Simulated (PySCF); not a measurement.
Identify the unknown among the candidates.

All candidates are C6H8F2Si.

| technique | computed result |
| --- | --- |
| 1H NMR | chemical shifts (computed TMS as zero) by class: 5.41 (2 H), 4.93 (2 H), 2.28 (3 H), 1.84 (1 H) ppm [GIAO PBE0/pcSseg-1] |
| 13C NMR | chemical shifts (computed TMS as zero) by class: 183.6 (1 C), 108.3 (1 C), 104.2 (1 C), 85.7 (1 C), 82.7 (1 C), 20.9 (1 C) ppm [GIAO PBE0/pcSseg-1] |
| Rotational structure | rotational constants A, B, C: 1.838, 0.892, 0.670 GHz [GFN2-xTB] |
| NMR, other nuclei | isotropic shieldings of nuclei other than C and H, by class: 226 (1 F), 410 (1 F), 428 (1 Si) ppm [GIAO PBE0/pcSseg-1] |
| Dipole | 1.48 D [PBE0/pcSseg-1] |

Electronic properties: PySCF, gas phase, density fitting. Levels stand in brackets. The structure is a single GFN2-xTB conformer in the gas phase; no vibrational or solvent corrections. NMR values are class means; diastereotopic atoms form classes of their own.

Question: Which candidate is it?
A. `C#C[C@@H]1C[SiH2][C@@H](F)[C@@H]1F`
B. `C[C@@]1(F)C=CC(F)=C[SiH2]1`
C. `CC#C[C@@H]([SiH3])/C(F)=C\F`
D. `C#C[SiH2]/C(CF)=C(/C)F`
E. `FC1=CC[C@](F)([SiH3])C=C1`

Answer: D. It is `C#C[SiH2]/C(CF)=C(/C)F`. Numbering: `[CH:1]#[C:2][SiH2:3]/[C:4]([CH2:5][F:6])=[C:7](/[CH3:8])[F:9]`. Its formula, C6H8F2Si, gives 3 degrees of unsaturation: 0 rings and 3 π bonds in the structure found. 6 carbons fall into 6 classes; from least to most shielded: vinylic C–F carbon [C7] (183.6 ppm), fully substituted alkene carbon [C4] (108.3 ppm), terminal alkyne carbon [C1] (104.2 ppm), alkyne carbon [C2] (85.7 ppm), sp3 C–F carbon [C5] (82.7 ppm), allylic carbon [C8] (20.9 ppm). Hydrogen classes from least to most shielded: 2 H on an sp3 C–F carbon, C5 (5.41 ppm), 2 H on an SiH2 silicon, Si3 (4.93 ppm), 3 H on an allylic carbon, C8 (2.28 ppm, a mean of values up to 0.6 ppm apart in this geometry), 1 H on a terminal alkyne carbon, C1 (1.84 ppm). The other shieldings belong to: 226 ppm, vinyl fluorine [F9]; 410 ppm, alkyl fluorine [F6]; 428 ppm, SiH2 silicon [Si3]. The optimised geometry has point group C1 and is an asymmetric top.

The others, at the same levels:
- `FC1=CC[C@](F)([SiH3])C=C1` fails: its computed 13C shifts are 166.5 (1 C), 134.4 (1 C), 132.1 (1 C), 109.9 (1 C), 85.8 (1 C), 36.4 (1 C) ppm, 1H shifts are 6.51 (1 H), 6.32 (1 H), 5.67 (1 H), 3.99 (3 H), 3.22 (1 H), 2.80 (1 H) ppm and rotational constant A is 3.085 GHz (against 1.838 GHz).
- `C#C[C@@H]1C[SiH2][C@@H](F)[C@@H]1F` fails: its computed 13C shifts are 101.6 (1 C), 92.4 (1 C), 88.4 (1 C), 78.3 (1 C), 36.4 (1 C), 13.6 (1 C) ppm, 1H shifts are 5.28 (1 H), 5.22 (1 H), 4.43 (1 H), 4.32 (1 H), 2.79 (1 H), 1.69 (1 H), 1.51 (1 H), 1.40 (1 H) ppm and rotational constant A is 2.178 GHz (against 1.838 GHz).
- `C[C@@]1(F)C=CC(F)=C[SiH2]1` fails: its computed 13C shifts are 175.5 (1 C), 153.8 (1 C), 125.4 (1 C), 93.4 (1 C), 91.8 (1 C), 28.8 (1 C) ppm, 1H shifts are 6.71 (1 H), 5.78 (1 H), 5.23 (1 H), 4.99 (1 H), 4.34 (1 H), 1.55 (3 H) ppm and rotational constant A is 2.389 GHz (against 1.838 GHz).
- `CC#C[C@@H]([SiH3])/C(F)=C\F` fails: its computed 13C shifts are 163.9 (1 C), 149.7 (1 C), 88.1 (1 C), 77.9 (1 C), 19.0 (1 C), 4.9 (1 C) ppm, 1H shifts are 7.47 (1 H), 4.08 (3 H), 3.02 (1 H), 2.05 (3 H) ppm and rotational constant A is 1.541 GHz (against 1.838 GHz).

Each candidate is one conformer, not necessarily the lowest. The conformers computed, where there is a choice (atom-mapped SMILES and torsion angles):
- `[CH:1]#[C:2][SiH2:3]/[C:4]([CH2:5][F:6])=[C:7](/[CH3:8])[F:9]`: C2–Si3–C4–C5 -41°, Si3–C4–C5–F6 -127°
- `[CH3:1][C:2]#[C:3][C@@H:4]([SiH3:5])/[C:6]([F:7])=[CH:8]\[F:9]`: C3–C4–C6–F7 146°

The conformers of `C#C[C@@H]1C[SiH2][C@@H](F)[C@@H]1F` aren't listed.
